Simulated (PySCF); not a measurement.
Numbering as in the mapped SMILES `[CH:1]#[C:2][Si@@:3]([CH3:4])([NH2:5])[O:6][CH:7]=[CH2:8]`. Hydrogens are named by the atom that carries them. Ha(C8) is cis to O6; Hb(C8) is trans to O6.

PySCF 2.14 calculation with GFN2-xTB structure and GIAO PBE0/pcSseg-1 shieldings; a single conformation, fast rotation and ring inversion assumed for equivalent nuclei, no relativistic terms, gas phase.

Referencing at the same level of theory: ¹³C (σref 186.93) against TMS.

Task: Do the ¹³C shifts follow the atomic charges (in e)? Tabulate both.

Result: 
```json
{"atoms": "C7", "hybridisation": "sp2", "δ (ppm)": "150.8", "σ para (ppm)": "-217", "Hirshfeld": "+0.03", "IAO": "+0.07", "Mulliken": "+0.09", "ESP-fitted": "+0.04"}
{"atoms": "C8", "hybridisation": "sp2", "δ (ppm)": "99.9", "σ para (ppm)": "-167", "Hirshfeld": "-0.14", "IAO": "-0.39", "Mulliken": "-0.21", "ESP-fitted": "-0.59"}
{"atoms": "C1", "hybridisation": "sp", "δ (ppm)": "98.7", "σ para (ppm)": "-173", "Hirshfeld": "-0.09", "IAO": "-0.19", "Mulliken": "-0.22", "ESP-fitted": "-0.21"}
{"atoms": "C2", "hybridisation": "sp", "δ (ppm)": "91.5", "σ para (ppm)": "-168", "Hirshfeld": "-0.17", "IAO": "-0.37", "Mulliken": "-0.18", "ESP-fitted": "-0.43"}
{"atoms": "C4", "hybridisation": "sp3", "δ (ppm)": "1.3", "σ para (ppm)": "-71", "Hirshfeld": "-0.22", "IAO": "-0.75", "Mulliken": "-0.65", "ESP-fitted": "-0.69"}
```

Correlation coefficients of δ with charge over these carbons: Hirshfeld +0.86, IAO +0.96, Mulliken +0.99, ESP-fitted +0.82; with the paramagnetic shielding -1.00. With so few points, grouped by hybridisation, these coefficients are fragile. Charge is one influence among several: hybridisation and low-lying excitations act through the paramagnetic term.

Shifts are as computed. Against solution values, carbons near 30 ppm lie about +3 ppm off and those near 130 ppm about +5 ppm. Of 1211 compounds with measured shifts, 218 miss one by over three times the rms of a fit or turn the order of signals round; such compounds aren't used in these exercises.
